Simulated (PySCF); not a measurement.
Species: C3H12OSi2.
Atom-mapped SMILES: `[CH3:1][Si:2]([CH3:3])([CH3:4])[O:5][SiH3:6]` (hydrogens: H7, H8, H9 on C1; H10, H11, H12 on C3; H13, H14, H15 on C4; H16, H17, H18 on Si6)

Cartesian coordinates in Å at the GFN2-xTB level; atoms count from 1:
```xyz
18
C3H12OSi2 angstrom
C     -0.320   -1.477    1.467
Si    -0.390   -0.068    0.189
C     -1.388   -0.581   -1.348
C     -1.091    1.531    0.946
O      1.147    0.238   -0.269
Si     2.572    0.486   -0.985
H     -1.280   -1.620    1.954
H      0.414   -1.267    2.240
H     -0.043   -2.419    1.002
H     -0.901   -1.394   -1.878
H     -2.386   -0.914   -1.079
H     -1.494    0.245   -2.045
H     -1.130    2.330    0.211
H     -2.098    1.380    1.322
H     -0.479    1.879    1.773
H      2.372    1.489   -2.032
H      3.013   -0.791   -1.547
H      3.472    0.961    0.065
```

Theory: TDDFT PBE0/def2-SVPD, vertical, gas phase, core orbitals frozen in the response (PySCF).

Transition dipole moments from the ground state, in atomic units and in the frame of the coordinates above (overall signs are arbitrary), for the states with f of 0.002 or more among the lowest 8:

```
state  E (hartree)      μx      μy      μz
   S1       0.2570   0.042  -0.178   0.004
   S2       0.2575  -0.019  -0.010  -0.186
   S3       0.2819   0.054  -0.299  -0.012
   S4       0.2824  -0.110  -0.012  -0.302
   S5       0.2985  -0.150   0.670  -0.051
   S6       0.2991  -0.154  -0.064  -0.604
   S7       0.3027   0.012   0.096   0.188
   S8       0.3031   0.054  -0.158   0.104
```

(1) Work out the oscillator strengths.

(2) Which bond between heavy atoms lies closest to the direction of the S5 transition dipole?

(3) What angle do the transition dipoles of S4 and S6 make?

(4) How is the summed strength of these states shared among x, y and z?

(5) What peak molar absorption coefficient would the strongest computed level give as a lone Gaussian band 0.5 eV wide at half height?

Answers

(1) f = (2/3) ΔE |μ|² with ΔE in hartree (27.2114 eV).

```json
{"state": "S1", "|μ|² (au)": "0.034", "|μ| (D)": "0.47", "f": "0.006"}
{"state": "S2", "|μ|² (au)": "0.035", "|μ| (D)": "0.48", "f": "0.006"}
{"state": "S3", "|μ|² (au)": "0.092", "|μ| (D)": "0.77", "f": "0.017"}
{"state": "S4", "|μ|² (au)": "0.103", "|μ| (D)": "0.82", "f": "0.019"}
{"state": "S5", "|μ|² (au)": "0.474", "|μ| (D)": "1.75", "f": "0.094"}
{"state": "S6", "|μ|² (au)": "0.393", "|μ| (D)": "1.59", "f": "0.078"}
{"state": "S7", "|μ|² (au)": "0.045", "|μ| (D)": "0.54", "f": "0.009"}
{"state": "S8", "|μ|² (au)": "0.039", "|μ| (D)": "0.50", "f": "0.008"}
```

(2) Si2–C4, at 30° from it; next C1–Si2 at 39°.

(3) |cos θ| = |μa·μb| / (|μa| |μb|) = 0.99, so θ ≈ 7° (taken between 0 and 90°, since the signs are arbitrary).

(4) (2/3) Σ ΔE μα² gives 0.013 for x, 0.119 for y and 0.106 for z, 0.238 in all.

(5) ε(max) = 2.175×10⁸ f / FWHM, with the width in cm⁻¹. S5: 2.175×10⁸ × 0.0943 / 4033 ≈ 5100 L mol⁻¹ cm⁻¹.

S7/S8 coincide within about 0.01 eV; within a degenerate level the directions of the single components are arbitrary.

Without π bonds the low states may be Rydberg-like; a valence basis with one diffuse set may place them up to an eV too high.
